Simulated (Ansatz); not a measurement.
The cluster Ta₄⁻. The state is a quartet with charge -1. Geometry PBE0-D4/def2-SVPD.

Cartesian coordinates in Å:
```
Ta -0.129 -0.974 1.227
Ta -1.101 -0.075 -1.118
Ta 1.344 -0.399 -0.710
Ta -0.114 1.448 0.601
```

In the def2 sets Ta takes a core potential; there is no spin–orbit coupling. At PBE-D4/def2-TZVPD, r2SCAN-D4/def2-TZVPD the highest occupied level of the charge -1 quartet lies above zero (up to 0.41 eV). The electron is either unbound and held by the finite basis, or the level is raised by self-interaction error. At r2SCAN-D4/def2-TZVPD, r2SCANh-D4/def2-TZVPD, PBE0-D4/def2-TZVPD, CAM-B3LYP-D4/def2-TZVPD the charge -1 quartet is spin-contaminated (final ⟨S²⟩ up to 4.36, 3.75 for a pure state). At PBE0-D4/def2-TZVPD a doublet of charge -1 lies 0.15 eV below the quartet, each at its own geometry. The structure comes from a short search, and lower isomers may exist.

Problem. Estimate the α-spin orbital energies around the gap (eV) in Ansatz with PBE-D4/def2-TZVPD, r2SCAN-D4/def2-TZVPD, r2SCANh-D4/def2-TZVPD, PBE0-D4/def2-TZVPD, CAM-B3LYP-D4/def2-TZVPD.

Solution. 
```
orbital  PBE-D4/def2-TZVPD  r2SCAN-D4/def2-TZVPD  r2SCANh-D4/def2-TZVPD  PBE0-D4/def2-TZVPD  CAM-B3LYP-D4/def2-TZVPD
 HOMO−5              -0.65                 -0.72                  -0.97               -1.32                    -2.39
 HOMO−4              -0.37                 -0.72                  -0.97               -1.29                    -2.13
 HOMO−3              -0.36                 -0.61                  -0.96               -1.28                    -2.13
 HOMO−2              -0.34                 -0.56                  -0.88               -1.13                    -2.10
 HOMO−1               0.41                  0.15                  -0.10               -0.22                    -0.96
   HOMO               0.41                  0.15                  -0.09               -0.22                    -0.96
   LUMO               0.80                  0.90                   1.10                1.30                     2.03
 LUMO+1               1.24                  1.25                   1.45                1.75                     2.59
 LUMO+2               1.51                  1.68                   1.90                2.10                     2.88
 LUMO+3               1.61                  1.78                   1.98                2.16                     2.94
 LUMO+4               1.61                  1.85                   2.07                2.22                     2.99
 LUMO+5               1.63                  1.85                   2.07                2.22                     2.99
 β HOMO               0.04                 -0.04                  -0.32               -0.44                    -1.17
 β LUMO               0.47                  0.80                   1.19                1.53                     2.35
```
